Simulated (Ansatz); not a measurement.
Harmonic frequencies (cm⁻¹) at PBE0-D4/def2-TZVP from Ansatz: 69, 111, 180, 245, 249, 271, 328, 334, 470, 668, 798, 823, 862, 965, 1003, 2453, 3910, 3928.

Each molecule was computed in one conformer, which needn't be the lowest.

Task: Which molecule is it?
A. `B1OCS1`
B. `O[Si](O)(F)[SeH]`
C. `O[PH][InH2]`
D. `[BH2][Al]1[CH2][NH]1`

Result: B.
